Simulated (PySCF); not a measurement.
An unknown is described by computed data only.

Formula: C5H6F3N3S.

- NMR, other nuclei: isotropic shieldings of nuclei other than C and H, by class: -211 (1 N), -123 (1 N), 179 (1 N), 232 (3 F), 7 (1 S) ppm [GIAO PBE0/pcSseg-1]
- 1H NMR: chemical shifts (computed TMS as zero) by class: 3.38 (6 H) ppm [GIAO PBE0/pcSseg-1]
- Rotational structure: rotational constants A, B, C: 1.171, 0.757, 0.503 GHz [GFN2-xTB]
- 13C NMR: chemical shifts (computed TMS as zero) by class: 175.8 (1 C), 132.9 (1 C), 128.8 (1 C), 47.0 (2 C) ppm [GIAO PBE0/pcSseg-1]
- Dipole: 6.86 D [PBE0/pcSseg-1]

Electronic properties: PySCF, gas phase, density fitting. Levels stand in brackets. Geometry: GFN2-xTB; no solvent, vibrations or thermal averaging. NMR values are class means; diastereotopic atoms form classes of their own.

Q: What is the compound? Reason from the data.

A: Numbering: `[CH3:1][N:2]([CH3:3])[c:4]1[s:5][n:6][n:7][c:8]1[C:9]([F:10])([F:11])[F:12]`. Its formula, C5H6F3N3S, gives 3 degrees of unsaturation: 1 ring and 2 π bonds in the structure found (Kekulé form). 5 carbons fall into 4 classes; from least to most shielded: aromatic carbon bearing nitrogen [C4] (175.8 ppm), CF3 carbon [C9] (132.9 ppm), substituted aromatic carbon [C8] (128.8 ppm), N-methyl carbon [C1/C3] (47.0 ppm, 2 C, up to 6.0 ppm apart in this geometry). All hydrogens form one class (3.38 ppm): methyl hydrogen. The other shieldings belong to: -211 ppm, pyridine-type nitrogen [N7]; -123 ppm, pyridine-type nitrogen [N6]; 179 ppm, aniline-type nitrogen [N2]; 232 ppm, fluorine of a CF3 group [F10/F11/F12]; 7 ppm, ring sulfur [S5]. The optimised geometry has point group C1 and is an asymmetric top. Structure: `CN(C)c1snnc1C(F)(F)F`. The assignments are read from this structure; whether some other isomer fits the data as well wasn't checked.

Shape of the structure used: `[CH3:1][N:2]([CH3:3])[c:4]1[s:5][n:6][n:7][c:8]1[C:9]([F:10])([F:11])[F:12]`: C1–N2–C4–S5 177°, N7–C8–C9–F10 7°.
